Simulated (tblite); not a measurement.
Species: C3H10N2OSi.
Geometry (GFN2-xTB, Å), atoms numbered from 1 in this order:
```
atom  x, y, z in Å
C1    -2.3704   -1.0669   -0.2632
C2    -1.8332    0.3503   -0.0942
N3    -0.3898    0.3877   -0.1683
C4     0.4061    0.7965    0.8438
O5    -0.0449    1.2079    1.9008
Si6    2.2907    0.7536    0.5036
N7     2.4943   -0.5117   -0.6621
H8    -1.9705   -1.7183    0.5100
H9    -3.4543   -1.0642   -0.1883
H10   -2.0915   -1.4684   -1.2360
H11   -2.2575    1.0039   -0.8655
H12   -2.0967    0.7475    0.8889
H13    0.0463    0.0465   -1.0103
H14    2.7142    1.9664   -0.1969
H15    2.9884    0.6086    1.7829
H16    2.1675   -1.4374   -0.4272
H17    3.3944   -0.5901   -1.1093
```

Computed with GFN2-xTB (tblite): harmonic, unscaled wavenumbers at the GFN2-xTB geometry, gas phase. Errors from tens to a few hundred cm⁻¹ against measured bands are possible. Modes of hydrogen on silicon can be 10 to 20 % off. One conformer, not necessarily the lowest.

Harmonic wavenumbers (cm⁻¹): 42.0, 55.6, 77.2, 133.7, 192.2, 223.1, 275.5, 307.1, 377.8, 431.3, 437.3, 494.5, 556.5, 611.9, 624.0, 705.2, 775.0, 783.6, 835.3, 857.3, 884.6, 932.4, 1079.9, 1099.7, 1134.3, 1210.6, 1241.1, 1325.4, 1403.0, 1418.4, 1458.0, 1493.4, 1498.4, 1530.6, 1687.5, 2241.4, 2262.8, 2915.8, 2985.7, 3024.7, 3043.7, 3049.3, 3450.4, 3455.0, 3488.1.

A = 3588, B = 1213, C = 971.7 MHz; mass 118.056 u (most abundant isotopes); point group C1, symmetry number 1.

Question: What is the zero-point energy?

Answer: ½Σν̃ = 29055 cm⁻¹ = 83.07 kcal/mol.

Question: Entropy at 500 K, 1 bar (ideal gas, RRHO, classical rotation)?

Answer: Translation 42.81, rotation 30.26, vibration 49.45: S = 122.5 cal/(mol K).

Question: And Cp and H(500 K) − H(0)?

Answer: Cp = 52.96 cal/(mol K), of which vibrations give 45.01 (their classical limit is 45 R = 89.4); H(500 K) − H(0) = 16.23 kcal/mol without the zero-point energy, 12.25 from vibrations.

Question: Blend soft modes into free rotors: weight 1/[1 + (100 cm⁻¹/ν̃)⁴] for the oscillator and the rest for a rotor with moment μB/(μ + B), μ = h/(8π²ν), B = 10⁻⁴⁴ kg m². What vibrational entropy results?

Answer: 44.78 cal/(mol K) in place of 49.45, which changes −T·S at 500 K by +2.33 kcal/mol.

Question: Which modes carry the vibrational entropy at 500 K?

Answer: 42.0 cm⁻¹: 6.19; 55.6 cm⁻¹: 5.63; 77.2 cm⁻¹: 4.98; 133.7 cm⁻¹: 3.90; 192.2 cm⁻¹: 3.19; 223.1 cm⁻¹: 2.90 cal/(mol K); the other 39 give 22.66 together.

Question: How do the functions run with temperature in this model?

Answer: 
```json
{"T (K)": "150", "S (cal/(mol K))": "78.5", "Cp (cal/(mol K))": "23.8", "H − H(0) (kcal/mol)": "2.41", "G − H(0) (kcal/mol)": "-9.37", "ln q(vib)": "3.47"}
{"T (K)": "250", "S (cal/(mol K))": "92.9", "Cp (cal/(mol K))": "33.4", "H − H(0) (kcal/mol)": "5.27", "G − H(0) (kcal/mol)": "-17.96", "ln q(vib)": "6.15"}
{"T (K)": "298.15", "S (cal/(mol K))": "99.2", "Cp (cal/(mol K))": "37.7", "H − H(0) (kcal/mol)": "6.99", "G − H(0) (kcal/mol)": "-22.58", "ln q(vib)": "7.42"}
{"T (K)": "400", "S (cal/(mol K))": "111.5", "Cp (cal/(mol K))": "46.1", "H − H(0) (kcal/mol)": "11.27", "G − H(0) (kcal/mol)": "-33.32", "ln q(vib)": "10.04"}
{"T (K)": "600", "S (cal/(mol K))": "132.7", "Cp (cal/(mol K))": "58.6", "H − H(0) (kcal/mol)": "21.82", "G − H(0) (kcal/mol)": "-57.80", "ln q(vib)": "14.97"}
{"T (K)": "900", "S (cal/(mol K))": "159.0", "Cp (cal/(mol K))": "70.8", "H − H(0) (kcal/mol)": "41.38", "G − H(0) (kcal/mol)": "-101.69", "ln q(vib)": "21.73"}
```

q(vib) and H(0) count from the zero-point level.

Question: What must be added to the electronic energy to get the Gibbs energy at 500 K and 1 bar?

Answer: ZPE + [H(500 K) − H(0)] − T·S = 83.07 + 16.23 − 61.26 = 38.04 kcal/mol.

Hindered rotation and anharmonicity are outside this model. Other conformers, if any are populated, would add a mixing term that is left out. The structure is chiral; the term R ln 2 for an equal mix with its mirror image is left out.
